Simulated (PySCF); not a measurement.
Breaking a bond: CuF, singlet.

Levels of theory: UHF/def2-TZVP (PySCF); RHF/def2-TZVP (PySCF); UKS-BHandHLYP = unrestricted BHandHLYP/def2-TZVP (PySCF); RKS-BHandHLYP = restricted BHandHLYP/def2-TZVP in PySCF 2.14.0; UKS-M06-2X = unrestricted M06-2X/def2-TZVP (PySCF); RKS-M06-2X = restricted M06-2X/def2-TZVP in PySCF 2.14.0; UKS-PBE = unrestricted PBE/def2-TZVP in PySCF; RKS-PBE = restricted PBE/def2-TZVP in PySCF; UKS-B3LYP/6-31G* = unrestricted B3LYP/6-31G*, spherical d in PySCF; RKS-B3LYP/6-31G* = restricted B3LYP/6-31G*, spherical d (PySCF 2.14.0).

Scanned distances (Å): 1.34, 1.42, 1.51, 1.59, 1.64, 1.70, 1.76, 1.81, 1.86, 1.94, 2.03, 2.19, 2.35, 2.66, 2.91, 3.19, 3.53, 3.84, 4.28, 4.80, 5.35, 6.19, 7.03.

**Question.** Where does the unrestricted solution first break spin symmetry (<S²> of 0.01 or more)?

**Answer.** UHF: already at 1.34 Å; UKS-BHandHLYP: between 2.35 and 2.66 Å; UKS-M06-2X: between 2.35 and 2.66 Å; UKS-PBE: between 2.66 and 2.91 Å; UKS-B3LYP/6-31G*: between 1.42 and 1.51 Å.

```csv
R / Å,<S²> UHF,E(RHF) − E(UHF) / eV,<S²> UKS-BHandHLYP,E(RKS-BHandHLYP) − E(UKS-BHandHLYP) / eV,<S²> UKS-M06-2X,E(RKS-M06-2X) − E(UKS-M06-2X) / eV,<S²> UKS-PBE,E(RKS-PBE) − E(UKS-PBE) / eV,<S²> UKS-B3LYP/6-31G*,E(RKS-B3LYP/6-31G*) − E(UKS-B3LYP/6-31G*) / eV
1.34,0.81,0.634,0.00,0.000,0.00,0.000,0.00,0.000,0.00,0.000
1.42,0.87,0.633,0.00,0.000,0.00,0.000,0.00,0.000,0.00,0.000
1.51,0.00,0.000,0.00,0.000,0.00,0.000,0.00,0.000,0.06,0.001
1.59,0.00,0.000,0.00,0.000,0.00,0.000,0.00,0.000,0.20,0.016
1.64,0.00,0.000,0.00,0.000,0.00,0.000,0.00,0.000,0.26,0.030
1.70,0.00,0.000,0.00,0.000,0.00,0.000,0.00,0.000,0.32,0.049
1.76,0.00,0.000,0.00,0.000,0.00,0.000,0.00,0.000,0.37,0.068
1.81,0.00,0.000,0.00,0.000,0.00,0.000,0.00,0.000,0.40,0.083
1.86,0.00,0.000,0.00,0.000,0.00,0.000,0.00,0.000,0.42,0.098
1.94,0.00,0.000,0.00,0.000,0.00,0.000,0.00,0.000,0.46,0.121
2.03,0.00,0.000,0.00,0.000,0.00,0.000,0.00,0.000,0.48,0.145
2.19,0.00,0.000,0.00,0.000,0.00,0.000,0.00,0.000,0.52,0.184
2.35,0.00,0.000,0.00,0.000,0.00,0.000,0.00,0.000,0.55,0.222
2.66,0.00,0.000,0.09,0.005,0.07,0.005,0.00,0.000,0.71,0.363
2.91,0.92,0.256,0.37,0.107,0.30,0.089,0.19,0.018,0.84,0.575
3.19,0.97,0.754,0.56,0.298,0.45,0.246,0.36,0.080,0.92,0.821
3.53,0.99,1.271,0.70,0.552,0.57,0.447,0.48,—,0.96,1.070
3.84,1.00,1.662,0.79,0.769,0.66,0.616,0.55,—,0.97,1.246
4.28,1.00,2.112,0.88,1.037,0.75,0.827,0.61,—,0.98,1.437
4.80,1.00,2.526,0.94,1.294,0.84,1.037,0.65,—,0.99,1.604
5.35,1.01,2.866,0.98,1.504,0.91,1.215,0.68,—,0.99,1.727
6.19,1.01,3.250,1.00,1.732,0.97,1.414,0.70,—,1.00,1.841
7.03,1.01,3.530,1.00,1.887,1.00,1.559,0.71,—,1.00,1.882
```

Dashes: no converged value, or the column stops at the first point that the program doubted or that broke a chosen test of continuity, which isn't proof of a fault.
